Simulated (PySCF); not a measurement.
**Structure from 2D NMR**

Compound of formula C6H6F4O. Correlations simulated from computed shifts and the bond graph:

HSQC (one-bond C–H):
| δH | δC |
| --- | --- |
| 5.09 | 90.8 |
| 4.99 | 83.4 |
| 4.52 | 83.4 |
| 1.70 | 24.9 |

COSY cross peaks (H two or three bonds apart, from the bond graph; peaks can be absent where the dihedral angle is near 90°):
| δH | δH |
| --- | --- |
| 4.99 | 4.52 |

HMBC (two and three bonds, from the bond graph):
| δH | δC |
| --- | --- |
| 5.09 | 170.3, 137.0, 96.8, 83.4, 24.9 |
| 4.99 | 96.8, 90.8, 24.9 |
| 4.52 | 96.8, 90.8, 24.9 |
| 1.70 | 96.8, 90.8, 83.4 |

Carbons without hydrogens: δ 170.3, 137.0, 96.8.

PySCF calculation with GIAO PBE0/pcSseg-1 shieldings and GFN2-xTB geometry; relativity neglected, one computed conformer, rapidly exchanging positions averaged, gas phase.

Shifts are taken against calculated references (same method and geometry level): ¹H (σref 31.72) and ¹³C (σref 186.93) vs TMS.

Exchangeable hydrogens are left out of these lists.

**Question.** Which molecule is this?

**Answer.** `C([C@@H]1[C@](C)(F)CO1)(F)=C(F)F`.

Mapped SMILES: `[CH3:1][C@@:2]1([F:3])[CH2:4][O:5][C@@H:6]1[C:7]([F:8])=[C:9]([F:10])[F:11]`. Hydrogens are named by the atom that carries them. Ha(C4) is cis to C7 on the ring; Hb(C4) is trans to C7 on the ring.

δC 170.3 is C9, a fully substituted alkene carbon. δC 137.0 is C7, a fully substituted alkene carbon. δC 96.8 is C2, a fully substituted sp3 carbon bonded to F. δC 90.8 is C6, an allylic sp3 CH bonded to O (δH 5.09). δC 83.4 is C4, an sp3 CH2 bonded to O (δH 4.99, 4.52). δC 24.9 is C1, a methyl carbon (δH 1.70). HMBC from δH 5.09 reaches the proton-free carbons C9, C7, C2. HMBC from δH 4.99 reaches the proton-free carbon C2. HMBC from δH 4.52 reaches the proton-free carbon C2. HMBC from δH 1.70 reaches the proton-free carbon C2. COSY links 4.99–4.52.

The shifts were computed for this structure.

Shifts are as computed. Against solution values, carbons near 30 ppm lie about +3 ppm off and those near 130 ppm about +5 ppm. Of 1211 compounds with measured shifts, 218 miss one by over three times the rms of a fit or turn the order of signals round; such compounds aren't used in these exercises.
